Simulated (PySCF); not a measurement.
Structure problem from calculated spectra and properties.

Formula: GeH7NSi.

| Quantity | Value |
| --- | --- |
| XPS | Si2p3/2 106.6, N1s 404.4, Si1s 1846.3 eV [ΔSCF SCAN, pcX-2 on the ionised atom, pcseg-1 elsewhere, spin-free X2C, 2p3/2 from a spin–orbit splitting computed afterwards within the 2p shell] |
| NMR, other nuclei | isotropic shieldings of nuclei other than C and H, by class: 260 (1 N), 458 (1 Si), 1464 (1 Ge) ppm [GIAO KT2/pcSseg-2] |
| Dipole | 1.07 D [PBE0/def2-SVPD] |
| UV, first state | lowest singlet excitation: 5.81 eV (213 nm, f = 0.008) [TDDFT PBE0/def2-SVPD] |
| 1H NMR | chemical shifts (computed TMS as zero) by class: 5.11 (2 H), 3.63 (3 H), -0.46 (2 H) ppm [GIAO KT2/pcSseg-2] |
| Rotational structure | rotational constants A, B, C: 10.312, 2.938, 2.434 GHz [PBE0-D3(BJ)/def2-SVP] |
| Polarisability | 72.8 au [PBE0/def2-SVPD] |
| Triplet | lowest triplet excitation (Tamm–Dancoff): 5.44 eV [TDA PBE0/def2-SVPD] |
| Valence photoelectron | vertical ionisation energy: 9.40 eV [ΔSCF PBE0/def2-SVPD] |

Electronic properties: PySCF, gas phase, density fitting. Levels stand in brackets. One conformer (not necessarily the lowest) at the PBE0-D3(BJ)/def2-SVP geometry, without solvent, vibrations or thermal averaging. Relativistic effects, spin–orbit coupling among them, are left out (core-ionisation runs apart) although an element past zinc is present. Each NMR value is the plain mean over a class of atoms that symmetry, rotation or inversion makes alike.

Problem. What is the compound? Reason from the data.

Solution. Numbering: `[NH2:1][GeH2:2][SiH3:3]`. Hydrogen classes from least to most shielded: 2 H on a germanium bonded to N, Si and 2 H, Ge2 (5.11 ppm, a mean of values up to 0.6 ppm apart in this geometry), 3 H on an SiH3 silicon, Si3 (3.63 ppm), 2 H on a nitrogen bonded to Ge and 2 H, N1 (-0.46 ppm). The other shieldings belong to: 260 ppm, nitrogen bonded to Ge and 2 H [N1]; 458 ppm, SiH3 silicon [Si3]; 1464 ppm, germanium bonded to N, Si and 2 H [Ge2]. The core levels belong to: Si2p3/2 106.6 eV, SiH3 silicon [Si3]; N1s 404.4 eV, nitrogen bonded to Ge and 2 H [N1]; Si1s 1846.3 eV, SiH3 silicon [Si3]. No core level of Ge was computed. The first electron is taken from the HOMO, whose largest Löwdin shares are 0.57 on the nitrogen bonded to Ge and 2 H, 0.15 on the germanium bonded to N, Si and 2 H, 0.10 on a Ge–H hydrogen and 0.06 on an N–H hydrogen. By its constants the optimised geometry is an asymmetric top. Structure: `[NH2][GeH2][SiH3]`. Computed isomers that give other values at the same levels: `N[SiH2][GeH3]` (rotational constant A: 13.539 GHz; this holds for the one conformer computed); `[SiH3][NH][GeH3]` (core binding energies: Si2p3/2 106.9, N1s 404.1, Si1s 1846.8 eV). The assignments are read from this structure; whether some other isomer fits the data as well wasn't checked. NMR values of atoms bound to Ge lack the spin–orbit term that these neighbours bring.

Shape of the structure used: `[NH2:1][GeH2:2][SiH3:3]`: H–N1–Ge2–Si3 177°, H–N1–Ge2–Si3 -60°.
